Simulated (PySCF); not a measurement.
Two structures of BH₂ClO₂, singlet, reached by relaxing down either side of one saddle point (PBE0-D4/def2-TZVP). Energies are electronic, without zero-point energy. Computed with PySCF 2.14 with density fitting (its default auxiliary sets; JK sets also for MP2 and CCSD(T)) (basis: def2-TZVPP and def2-QZVPP); correlated methods freeze the cores. Extrapolation: Hartree–Fock as exp(−7.88 √X), correlation as X^−2.97. First:

| atom | x (Å) | y (Å) | z (Å) |
| --- | --- | --- | --- |
| B1 | 0.0943 | 0.2301 | -0.0602 |
| O2 | -0.0280 | -0.8346 | 0.7718 |
| O3 | -0.4781 | 0.2282 | -1.2813 |
| H4 | -0.9539 | -0.5894 | -1.4557 |
| Cl5 | 1.0117 | 1.6644 | 0.4263 |
| H6 | 0.4216 | -0.7181 | 1.6114 |

Second:

```
atom    x (Å)    y (Å)    z (Å)
  B1   0.1431   0.6848  -0.4095
  O2  -0.0015  -0.8769   0.1980
  O3  -0.6099   0.8869  -1.3634
  H4  -0.8384  -1.1899  -0.1746
 Cl5   1.3528   1.4502   0.6173
  H6   0.0150  -0.9886   1.1573
```

Which bonds change from the first to the second?

BH₂ClO₂ ([OH][B]([OH])[Cl]) → BClO + H₂O (still joined by a long B–O bond); bonds formed: O2–H4; bonds broken: O3–H4; bonds weakened to dative contacts: B1–O2.

Give the saddle point's structure and its height above each. (An estimate is asked for; the value comes from the calculation.)

Computed: 57.42 kcal/mol above the first and 9.81 kcal/mol above the second (CCSD(T) at an estimated basis limit (MP2 extrapolated from triple and quadruple zeta, plus CCSD(T) − MP2 in triple zeta)).
```csv
atom,x (Å),y (Å),z (Å)
B1,0.1736,0.4997,-0.3407
O2,0.0895,-0.8807,0.3709
O3,-0.8014,0.4231,-1.1603
H4,-0.7727,-0.7621,-0.3367
Cl5,1.4269,1.6005,0.1524
H6,-0.1157,-0.8805,1.3144
```

No T1 diagnostic of these runs exceeds 0.015.

Labels in which every atom is bracketed show which atoms are joined, not bond orders.

For scale, one of the runs: CCSD(T)/def2-TZVPP, 163 basis functions, launched by `OMP_NUM_THREADS=4 python run.py`. The run took 2.8 min on 4 CPU threads of an Arm Neoverse V1 (shared host), with 1.4 GiB of host memory at its peak.
